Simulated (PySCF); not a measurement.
## Two-component Hartree-Fock for Zn⁺ (zinc, charge +1)

Start: [Ar] 3d9 4s1 4p1; 3d3/2 filled at m_j = -3/2, -1/2, +1/2, +3/2; 3d5/2 filled at m_j = -3/2, -1/2, +1/2, +3/2, +5/2; 4s1/2 filled at m_j = +1/2; 4p3/2 filled at m_j = +3/2. Calculated with PySCF 2.14 in x2c-SVPall-2c with one added diffuse shell each of s, d type (6s5p4d1f, 48 functions): generalised Hartree-Fock with the X2C-1e Hamiltonian and a Gaussian nucleus; one run each with spin-orbit coupling (SO) switched off, then screened by Boettger's factors. This is a chosen level, not necessarily the ground level.

```tsv
spinor shell	electrons	ε, spin-free (eV)	ε, screened SO (eV)	weight of nominal j (screened SO)	rms radius, screened SO (bohr)
1s1/2	2	-9747.9	-9747.8	1.000	0.0581
2s1/2	2	-1254.5	-1254.4	1.000	0.245
2p1/2	2	-1086.3	-1103.0	0.999	0.217
3s1/2	2	-177.39	-177.37	1.000	0.730
3p1/2	2	-124.76	-128.17	0.954	0.769
3p3/2	4	-124.76	-123.07	0.977	0.776
3d3/2	4	-40.491	-41.191	0.816	0.924
3d5/2	5	-40.491	-39.942	0.852	0.932
4s1/2	1	-21.422	-21.422	0.998	2.54
4p3/2	1	-13.950	-13.905	1.000	2.83
```

Problem. Where does 2p3/2 lie, and what is the 2p spin-orbit splitting (screened SO)?

Solution. At -1078.1 eV, 24.909 eV above 2p1/2.

```tsv
quantity	spin-free	screened SO
E (hartree)	-1793.23440	-1793.27766
M_J	9/2	9/2
⟨J²⟩	24.763	24.763
⟨L²⟩	12.013	12.014
⟨S²⟩	3.751	3.752
```

Each row is a mean over spinors that exchange with the open shell spreads, by up to 8.338 eV (3p3/2).

Rows whose weight is well below 1 are mixtures of j = l ± 1/2: exchange outweighs spin-orbit coupling there, and the label is only the starting occupation.

Without spin-orbit coupling the j labels of p, d and f shells carry no meaning; the spin-free column gives the mean over the occupied spinors of each nl shell.
